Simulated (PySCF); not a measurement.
SMILES [O]([Al]([O]C)[O]CC)C, singlet, GFN2-xTB optimised geometry.

```
19

Al     0.35     0.23     0.00
O      2.01     0.23     0.00
C      3.24     0.91     0.00
H      3.10     1.99     0.00
H      3.81     0.62     0.89
H      3.80     0.63    -0.90
O     -0.46    -1.21     0.00
C     -0.44    -2.61     0.00
H     -0.95    -2.98     0.90
H     -0.97    -2.98    -0.88
H      0.58    -3.00    -0.01
O     -0.46     1.68     0.00
C     -1.69     2.34    -0.01
C     -2.86     1.37    -0.05
H     -1.75     2.96     0.90
H     -1.72     3.00    -0.88
H     -2.82     0.71     0.82
H     -3.81     1.91    -0.05
H     -2.79     0.75    -0.94
```

Density from CAM-B3LYP/def2-SVP in PySCF at that geometry.

Minimum of the electron density along straight lines between bonded atoms, close to the bond critical point (lines longer than 1.1 times the sum of covalent radii, or with two minima, are not listed):

| bond | length / Å | ρ at the minimum / e bohr⁻³ | ∇²ρ there / e bohr⁻⁵ | position (fraction from the first atom) |
|---|---|---|---|---|
| Al1–O2 | 1.659 | 0.103 | 1.00 | 0.43 |
| O2–C3 | 1.398 | 0.256 | -0.34 | 0.66 |
| C3–H4 | 1.092 | 0.282 | -1.08 | 0.64 |
| C3–H5 | 1.094 | 0.281 | -1.08 | 0.64 |
| C3–H6 | 1.094 | 0.281 | -1.08 | 0.64 |
| Al1–O7 | 1.659 | 0.104 | 1.00 | 0.43 |
| O7–C8 | 1.398 | 0.256 | -0.32 | 0.66 |
| C8–H9 | 1.094 | 0.281 | -1.08 | 0.64 |
| C8–H10 | 1.094 | 0.281 | -1.08 | 0.64 |
| C8–H11 | 1.092 | 0.282 | -1.08 | 0.64 |
| Al1–O12 | 1.659 | 0.105 | 1.02 | 0.43 |
| O12–C13 | 1.397 | 0.256 | -0.31 | 0.66 |
| C13–C14 | 1.520 | 0.253 | -0.61 | 0.51 |
| C13–H15 | 1.098 | 0.281 | -1.06 | 0.63 |
| C13–H16 | 1.098 | 0.281 | -1.06 | 0.63 |
| C14–H17 | 1.087 | 0.277 | -1.03 | 0.63 |
| C14–H18 | 1.087 | 0.276 | -1.02 | 0.63 |
| C14–H19 | 1.087 | 0.277 | -1.03 | 0.63 |
